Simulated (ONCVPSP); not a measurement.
## What one change does to a pseudopotential (Co (Z = 27), ONCV)

| Property | Result |
| --- | --- |
| Element | Co (Z = 27) |
| Generator | ONCVPSP 4.0.1 |
| Type | optimised norm-conserving Vanderbilt (ONCV) |
| Functional | LDA (Perdew-Wang 92) |
| Relativity | scalar-relativistic |
| Frozen core | [Ne] |
| Valence charge | 17 |
| Reference configuration | 3s2 3p6 3d7 4s2 |
| Partial waves | 3s+4s: rc 1.30 bohr, ncon 4, nbas 8, qcut 7.9 1/bohr, 2 projectors; 3p: rc 0.90 bohr, ncon 5, nbas 10, qcut 9.6 1/bohr, 2 projectors, debl 0.6 Ha; 3d: rc 1.35 bohr, ncon 4, nbas 8, qcut 13.6 1/bohr, 2 projectors, debl 2.2 Ha |
| Local potential | polynomial inside 0.70 bohr (lpopt 5, dvloc0 0 Ha) |
| Core correction | Teter function, fcfact 2.5, rcfact 1.55 |

In the p channel the program set the typed energies aside and used -2.408, 0.250 Ha.

All-electron outer shells of the reference configuration (LDA (PZ), scalar-relativistic, ld1.x):

| shell | level (eV) | outermost node (bohr) | outermost maximum (bohr) |
| --- | --- | --- | --- |
| 2p | -769.46 | – | 0.17 |
| 3s | -101.87 | 0.31 | 0.67 |
| 3p | -65.51 | 0.28 | 0.68 |
| 3d | -8.46 | – | 0.66 |
| 4s | -5.68 | 0.96 | 2.29 |

Change: s: rc 0.92.

Cutoffs: the cutoffs (Ha) at which the residual kinetic energy of the hardest occupied pseudo-wave falls to 1 and 0.1 mHa per electron; they do not see the model core or the augmentation charge, which bear on the density cutoff. Errors are all-electron minus pseudo energies relative to the spin-unpolarised reference configuration.

**Question.** How do hardness, ghosts and transferability respond?

**Answer.** The potential gets harder (63 Ha and 336 Ha → 181 Ha and 336 Ha); of the 4 tests that both files solve, the error grows in 2 and shrinks in 0 by more than 15 % and 0.3 meV (median size 1.0 → 2.8 meV); neither file shows a bound ghost. A smaller radius makes the pseudo-wave follow the all-electron one further in, where it bends more sharply, so more plane waves are needed.

```tsv
quantity	base	changed
cutoff, loose	63 Ha	181 Ha
cutoff, tight	336 Ha	336 Ha
loose cutoff by channel	s 22 Ha, p 36 Ha, d 63 Ha	s 181 Ha, p 36 Ha, d 63 Ha
bound ghosts	none	none
GHOST(+) flags under 300 eV	s at 268.3 eV	none
error for 3s2 3p6 3d7 4s1, meV [ΔE 9.29 eV]	-0.1	+0.1
error for 3s2 3p6 3d7 4s0, meV [ΔE 26.37 eV]	+1.4	+2.5
error for 3s2 3p6 3d6 4s0, meV [ΔE 62.56 eV]	+0.5	+3.1
error for 3s2 3p6 3d6 4s2 4p1, meV [ΔE 9.78 eV]	+22	+22
p: phases at 0.91 bohr within 0.05 rad from the reference energy up to (Ha; the scan ends near 5)	to the end of the scan	to the end of the scan
d: phases at 1.37 bohr within 0.05 rad from the reference energy up to (Ha; the scan ends near 5)	to the end of the scan	to the end of the scan
rms error of d²Exc/dni dnj with the model core, mHa	0.92	0.95
```
